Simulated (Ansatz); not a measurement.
System: PdH, charge 0, multiplicity 2. The spin state was set by rule; other spins were not relaxed. 
Structure (B3LYP-D3(BJ)/def2-TZVP (Ansatz, a quantum-chemistry and plane-wave program) minimum search):
```xyz
2

Pd     0.0000     0.0000    -0.0328
H      0.0000     0.0000     1.5079
```
Charge 0, spin multiplicity 2.

Dipole moments at this geometry, in debye (magnitudes).

```csv
level,program,dipole (D)
PBE/def2-TZVPD,Ansatz,1.77
BLYP/def2-TZVPD,Ansatz,1.74
r2SCAN/def2-TZVPD,Ansatz,2.01
B97M-V/def2-TZVPD,Ansatz,2.14
B3LYP/def2-TZVPD,Ansatz,2.05
PBE0/def2-TZVPD,Ansatz,2.16
r2SCAN0/def2-TZVPD,Ansatz,2.31
CAM-B3LYP/def2-TZVPD,Ansatz,2.29
CCSD(T)/def2-SVPD,Ansatz,2.41
```
